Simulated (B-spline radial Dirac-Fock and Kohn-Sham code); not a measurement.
**Relativistic shifts of the levels of Tm²³⁺**

System: thulium as Tm²³⁺, [Kr] 4d10.

Both columns are ΔSCF binding energies of the configuration average from an atomic code on a B-spline grid: non-relativistic Hartree-Fock with a point nucleus, and Dirac-Fock with a finite nucleus and the Coulomb interaction alone, averaged over the two j levels with weights 2j+1.

| shell | Hartree-Fock (eV) | Dirac-Fock (eV) | shift (eV) | shift (%) |
| --- | --- | --- | --- | --- |
| 1s | 56223.2 | 60377.4 | +4154.28 | +7.39 |
| 2s | 9793.1 | 10877.1 | +1084.06 | +11.07 |
| 2p | 9364.6 | 9717.3 | +352.71 | +3.77 |
| 3s | 2783.8 | 3046.9 | +263.09 | +9.45 |
| 3p | 2589.4 | 2685.0 | +95.56 | +3.69 |
| 3d | 2231.4 | 2214.9 | -16.53 | -0.74 |
| 4s | 1067.4 | 1141.4 | +74.02 | +6.93 |
| 4p | 984.0 | 1011.3 | +27.30 | +2.77 |
| 4d | 832.1 | 829.6 | -2.53 | -0.30 |

Relativity binds 1s, 2s, 2p, 3s, 3p, 4s, 4p more strongly, among those listed most of all 2s in relative terms, and 3d, 4d more weakly, because the contracted s and p shells screen the nucleus better.

Values without a named source are computed, but for edge energies of neutral atoms, which are taken from tables.
